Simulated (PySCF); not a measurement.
# Radial density of As(3+) (arsenic, charge +3)

wB97X, [Ar] 3d10 4s2, closed-shell 1S. Calculation: PySCF 2.14, in x2c-TZVPPall with one added diffuse shell each of s, p, d type (7s6p5d1f, 57 functions); scalar relativity by spin-free X2C-1e.

```json
{"r (bohr)": "0.000678", "4πr²ρ (e/bohr)": "0.2390"}
{"r (bohr)": "0.00114", "4πr²ρ (e/bohr)": "0.5916"}
{"r (bohr)": "0.00192", "4πr²ρ (e/bohr)": "1.459"}
{"r (bohr)": "0.00323", "4πr²ρ (e/bohr)": "3.497"}
{"r (bohr)": "0.00543", "4πr²ρ (e/bohr)": "7.922"}
{"r (bohr)": "0.00913", "4πr²ρ (e/bohr)": "16.38"}
{"r (bohr)": "0.0154", "4πr²ρ (e/bohr)": "29.04"}
{"r (bohr)": "0.0258", "4πr²ρ (e/bohr)": "39.74"}
{"r (bohr)": "0.0435", "4πr²ρ (e/bohr)": "37.91"}
{"r (bohr)": "0.0731", "4πr²ρ (e/bohr)": "33.12"}
{"r (bohr)": "0.123", "4πr²ρ (e/bohr)": "45.91"}
{"r (bohr)": "0.207", "4πr²ρ (e/bohr)": "37.11"}
{"r (bohr)": "0.348", "4πr²ρ (e/bohr)": "25.23"}
{"r (bohr)": "0.585", "4πr²ρ (e/bohr)": "28.69"}
{"r (bohr)": "0.984", "4πr²ρ (e/bohr)": "8.947"}
{"r (bohr)": "1.66", "4πr²ρ (e/bohr)": "2.059"}
{"r (bohr)": "2.78", "4πr²ρ (e/bohr)": "0.2743"}
{"r (bohr)": "4.68", "4πr²ρ (e/bohr)": "0.002644"}
{"r (bohr)": "7.88", "4πr²ρ (e/bohr)": "1.217e-05"}
```

Densities and radii are taken from the X2C orbitals without a picture-change correction, which distorts them close to the nucleus.
